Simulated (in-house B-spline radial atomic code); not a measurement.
## PBE hybrid excitations of neutral palladium

Method: PBE hybrid with 0 exact exchange. Computed with a B-spline radial code for spherical atoms: linear response of the closed shell [Kr] 4d10 with the functional's adiabatic kernel; scalar-relativistic (spin-free one-electron X2C), finite nucleus, no spin-orbit coupling, no double excitations, S, P, D and F terms only; shells from n = 2 respond. Only terms of natural parity with L up to 3 were computed.

Command:
```bash
python run_td.py task.json out
```
Settings (radii: box in bohr, nucleus in fm):
```
Z                        46
electrons                46
configuration            [Kr] 4d10
hamiltonian              x2c
method                   pbeh
box_radius               75
exact_exchange_fraction  0
rms_radius               4.5318
intervals                77
```

Time taken, with all properties: 5.8 s on 1 thread of Intel(R) Xeon(R) Platinum 8259CL CPU @ 2.50GHz (Skylake/Cascade Lake), with other jobs on the host.

The lowest states, in the order of their Tamm-Dancoff energies; the method's threshold (minus the highest occupied level) is 4.048 eV. Labels give the largest channel, * marks a mixed state, and oscillator strengths are full-response dipole values. Semilocal kernels can invert the small singlet-triplet splittings of Rydberg terms. Energies in eV:

```csv
state,full response,Tamm-Dancoff,oscillator strength
4d → 5s 3D,0.173,0.409,-
4d → 5s 1D,?,?,-
4d → 5p 3P,?,?,-
4d → 5p 3F,3.545,3.562,-
4d → 5p 1F,3.651,3.653,-
4d → 5p 1P,3.910,-,0.221
```

Problem. Where does 4d → 5p 3P lie?

Solution. At 3.488 eV in full response, 3.513 eV in Tamm-Dancoff.

Problem. Where does 4d → 5s 1D lie?

Solution. At 0.909 eV in full response, 0.948 eV in Tamm-Dancoff.

Problem. How large is the singlet-triplet splitting of 4d → 5s (D terms) in Tamm-Dancoff?

Solution. 0.539 eV, from the unrounded values.

Problem. What polarisabilities and dispersion coefficient does the method give?

Solution. Dipole 31.04 bohr³, quadrupole 667.9 bohr⁵, C6 225.2 hartree·bohr⁶ for two such species. Recommended dipole value: 26.14 ± 0.1 bohr³ (Schwerdtfeger and Nagle, table of static dipole polarizabilities (2023 update)), which includes relativity and correlation.
